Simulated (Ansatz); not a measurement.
A structure relaxed at PBE-D4/def2-SVP in Ansatz, charge 0, singlet:

Cartesian coordinates in Å:
```
Nb -0.852 -0.162 1.532
Nb 1.598 2.407 -0.490
Nb -2.400 -2.762 1.136
Nb 0.677 -1.857 -0.628
Nb -1.562 2.391 -0.663
O 0.072 -1.469 -2.387
O 0.628 -1.468 1.248
O 0.531 -3.721 -0.475
O 0.191 0.314 -0.390
O 2.570 -1.502 -0.942
O -0.047 3.019 0.725
O 2.600 3.995 -0.608
O 2.106 1.754 1.374
O 2.732 1.182 -1.327
O -1.851 0.936 -2.003
O 0.141 0.924 2.672
O -1.492 -4.490 1.257
O -4.082 -2.915 0.800
O 0.163 2.751 -1.655
O -2.769 3.604 -0.800
O -2.013 -1.361 2.457
O -1.533 -1.705 -0.149
O -2.033 1.151 0.801
H -0.584 -0.823 -2.729
H -1.904 -5.374 1.243
H -0.004 -4.257 0.169
H -0.463 0.372 -1.155
H 3.265 -1.781 -0.317
H -0.107 2.746 1.668
H 2.300 4.908 -0.771
H 2.975 1.317 1.447
H 2.768 0.181 -1.338
H -2.696 0.446 -2.010
H 1.075 1.249 2.309
```

(1) Give its formula.

(2) Summarise the bond lengths by kind (pairs closer than 1.2 times the sum of covalent radii, bridged metal pairs left out).

Results:

(1) Nb₅O₁₈H₁₁, a hydroxylated oxide cluster.

(2) 28 × Nb–O 1.72 to 2.73 Å; 11 × H–O 0.97 to 1.05 Å.

In the def2 sets Nb takes a core potential; there is no spin–orbit coupling. Single mean-field runs in def2-SVP are fitted with def2-universal-jkfit.
